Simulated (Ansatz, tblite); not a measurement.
Spin states of Mg₁₁MnS₁₁Br₂, each relaxed with PBE-D4/def2-SVP in Ansatz. Electronic energies in the gas phase.

The xTB rows come from tblite. HSE06 is defined as in plane-wave codes, on full-range PBE exchange. Single mean-field runs in def2-SVP are fitted with def2-universal-jkfit.

Quartet geometry:

```xyz
25

S    -0.408   -2.237   -2.076
S     3.528   -2.981   -2.117
S    -3.881   -2.339   -0.686
S    -2.648   -0.222    2.163
S     0.619   -2.275    1.149
S     2.879    0.597   -2.841
S    -1.270    1.085   -1.572
S     1.016    1.161    0.781
S     4.216   -1.338    1.178
S    -1.617    3.348    2.146
S     1.162    4.388   -1.341
Mg   -2.452   -0.965   -2.105
Mg    2.717   -2.988    0.119
Mg    1.769   -1.550   -2.927
Mg    4.077   -0.719   -1.182
Mg   -1.813   -2.054    0.692
Mg   -4.541   -0.535    0.702
Mg   -2.512    1.809    0.494
Mg    2.170   -0.528    2.140
Mg   -0.629    1.197    2.756
Mn    0.065   -0.571   -0.506
Mg    1.333    2.082   -1.717
Mg    0.188    3.714    0.622
Br   -5.040    1.728   -0.256
Br    1.070    0.193    4.382
```

Sextet geometry:

```xyz
25

S    -1.6646   -2.2758   -0.9138
S    -2.0579   -0.0604   -4.6310
S     2.8444   -3.2758   -0.6646
S     4.2128   -0.3270    1.4698
S     1.3500    0.6300   -1.8882
S    -4.3121    0.4334   -1.6583
S     0.6784   -1.2965    1.4198
S    -1.3294    1.7824    0.5674
S    -0.9498    3.2362   -3.2691
S     0.7424    1.1639    4.0150
S    -3.3568   -0.6544    2.7712
Mg    0.5024   -3.1040   -0.2396
Mg   -0.0868    1.0034   -3.8258
Mg   -2.8397   -1.2209   -2.6941
Mg   -2.8710    1.7638   -3.0707
Mg    2.7042   -0.7483   -0.3671
Mg    3.6052   -2.6989    1.5761
Mg    2.3777   -0.3865    3.0945
Mg    0.1478    2.7907   -1.1905
Mg    0.5869    2.3766    2.0001
Mn   -0.4529   -0.2312   -0.4343
Mg   -3.4039    0.0837    0.5703
Mg   -1.1011   -0.1244    2.8899
Br    2.9258   -2.8575    4.0126
Br    1.7479    3.9973    0.4604
```

Run but left out: HF/STO-3G, B2PLYP/def2-SVP (quartet: ⟨S²⟩ 4.04 to 4.76, where a pure state has 3.75).

Only these spin states were relaxed. Higher spins weren't run and may lie lower. The sextet has other bonds than the quartet, so the gap mixes isomer and spin.

Q: Estimate which spin state lies lowest at each of these levels, and by how much: GFN1-xTB; GFN2-xTB; PBE-D4/def2-SVP; r2SCAN-D4/def2-SVP; PBE0-D4/def2-SVP; HSE06-D4/def2-SVP; CAM-B3LYP-D4/def2-SVP.

A: 
| level | sextet − quartet (kcal/mol) | lowest of these | remarks |
| --- | --- | --- | --- |
| GFN1-xTB | 21.3 | quartet | – |
| GFN2-xTB | 29.3 | quartet | – |
| PBE-D4/def2-SVP | -15.1 | sextet | – |
| r2SCAN-D4/def2-SVP | -25.8 | sextet | spin-contaminated (⟨S²⟩ 3.87) (quartet) |
| PBE0-D4/def2-SVP | -34.9 | sextet | – |
| HSE06-D4/def2-SVP | -35.0 | sextet | spin-contaminated (⟨S²⟩ 3.87) (quartet) |
| CAM-B3LYP-D4/def2-SVP | -35.7 | sextet | – |

Change of the sextet − quartet gap on mixing in exact exchange, in kcal/mol: PBE to PBE0 (25 % exact exchange) -19.7. The xTB methods have no term that favours high spin, so they put low spin too low.

```
  state  donor atoms  mean metal–ligand distance (Å)  range (Å)  Mulliken spin on the metal (PBE0)
quartet            9                           2.764  2.34–3.38                               3.45
 sextet           11                           2.974  2.41–3.63                               4.85
```

⟨S²⟩ at PBE0-D4/def2-SVP: quartet 3.87 (pure 3.75), sextet 8.77 (pure 8.75).
